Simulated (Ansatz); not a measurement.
SnO₂ (the lowest singlet isomer of a short search) was relaxed with B3LYP-D4 (def2-TZVP) in Ansatz in these states: neutral quintet, neutral singlet, neutral triplet. The geometries follow in no particular order.

In the def2 sets Sn takes a core potential; there is no spin–orbit coupling.

A:

| atom | x (Å) | y (Å) | z (Å) |
| --- | --- | --- | --- |
| Sn1 | 0.000 | 0.000 | 0.000 |
| O2 | 0.433 | -1.753 | -0.167 |
| O3 | -0.433 | 1.753 | 0.167 |

B:

```
atom   x (Å)   y (Å)   z (Å)
 Sn1   0.293  -0.828   0.062
  O2  -0.292   0.473   1.445
  O3  -0.001   0.355  -1.507
```

C:

Cartesian coordinates in Å:
```
Sn -0.609 0.238 -0.256
O 0.552 -1.110 -1.377
O 0.057 0.873 1.634
```

Task: Judge from the bond lengths which geometry belongs to which state (an estimate).

Result: A is the neutral singlet (Sn1–O2 1.814 Å, Sn1–O3 1.814 Å); B is the neutral triplet (Sn1–O2 1.987 Å, Sn1–O3 1.987 Å); C is the neutral quintet (Sn1–O2 2.103 Å, Sn1–O3 2.103 Å).
